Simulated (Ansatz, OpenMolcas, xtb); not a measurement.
## A family of molecules: the atomisation energy (no zero-point term)

One atom is swapped for its congeners: CO; CS (carbon monosulfide); CSe. All are singlets with charge 0.

Shapes, held fixed at every level: PBE0-D4/def2-TZVP; CS at the measured bond length. Programs: Ansatz 0.2.0, OpenMolcas 26.06, xtb 6.7.1. Values in eV.

```tsv
level	CO	CS	CSe
GFN1-xTB	17.52	10.84	9.34
B3LYP/STO-3G	10.22	7.83	6.82
BHLYP/STO-3G	9.16	6.78	5.78
HSE06/STO-3G	10.29	7.92	6.87
B2PLYP/STO-3G	9.78	7.49	6.44
RPA@PBE/STO-3G	8.59	6.39	5.17
CCSD/STO-3G	9.00	6.70	5.57
B3LYP/6-31G* (Cartesian functions)	10.94	7.02	5.93
```

At B3LYP/6-31G* (Cartesian functions) the atomisation energy falls at every step, from 10.94 to 5.93 eV. Every level shows the same order. T1 is large for CS, so single-reference values are less sure there. Relativity is left out for Se unless named. Correlated rows may include outer-core shells of Se, which these sets cover unevenly. GFN1-xTB strays far from the other rows. xTB rows lack spin polarisation. Spin-orbit coupling, which grows down the group, is left out (summed over each molecule's free atoms 0.01, 0.03, 0.12 eV).
